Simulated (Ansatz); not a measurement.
`[OH][InH][B](Cl)Cl` + silanol → `[SiH3]OB(Cl)Cl` + `[OH][InH2]` at 400 K and 1 bar (cleavage of the B–In bond).

Program: Ansatz. Geometries: PBE0-D4/def2-TZVP. ΔE: electronic, gas phase. CBS: MP2 limit from def2 TZ/QZ plus the TZ coupled-cluster correction, frozen cores. def2 core potentials past Kr. For In outer-core shells are correlated without core-valence functions, which leaves a few kJ/mol of doubt a bond. One conformer a species, not always the lowest.

```csv
species,CCSD(T)/CBS energy (Eh),H − E (kJ/mol),S (J/(mol·K))
`[OH][InH][B](Cl)Cl`,-1210.61969,101.8,427.2
`O[SiH3]`,-366.69042,120.0,276.4
`[SiH3]OB(Cl)Cl`,-1310.57934,128.2,388.2
`[OH][InH2]`,-266.78179,85.2,295.5
```

H − E and S are ideal-gas, rigid-rotor, harmonic terms from PBE0-D4/def2-TZVP, for one conformer and one mirror image of each species. 1 Eh = 2625.50 kJ/mol, R = 8.31446 J/(mol·K).

Question: By hand: ΔE, ΔH, ΔS and ΔG.

Answer: ΔE = (-1310.57934) + (-266.78179) − (-1210.61969) − (-366.69042) = -0.05102 Eh = -134.0 kJ/mol. Δ(H − E) = 128.2 + 85.2 − 101.8 − 120.0 = -8.4, so ΔH = -142.4 kJ/mol. ΔS = 388.2 + 295.5 − 427.2 − 276.4 = -19.9 J/(mol·K). ΔG = -142.4 − 400 × (-19.9)/1000 = -134.4 kJ/mol.

Question: By hand: the equilibrium constant, and the temperature at which ΔG would vanish if ΔH and ΔS stayed fixed.

Answer: log₁₀ K = −ΔG/(RT ln 10) = 17.6. ΔG = 0 at ΔH/ΔS = 7156 K, far beyond where these terms or the molecules hold.

ΔH outweighs TΔS. A doubt of 5 kJ/mol in ΔE shifts log₁₀ K by 0.7 here. Other conformers and mirror images would add mixing entropy, several J/(mol·K) or more a flexible species. Modes under 60 cm⁻¹, often nearly free rotors, make the harmonic entropy too high. These are equilibria of isolated gas molecules and say nothing of rates. Largest T1 diagnostic: 0.017 (customary marks: 0.02 for closed shells, 0.045 for open ones).
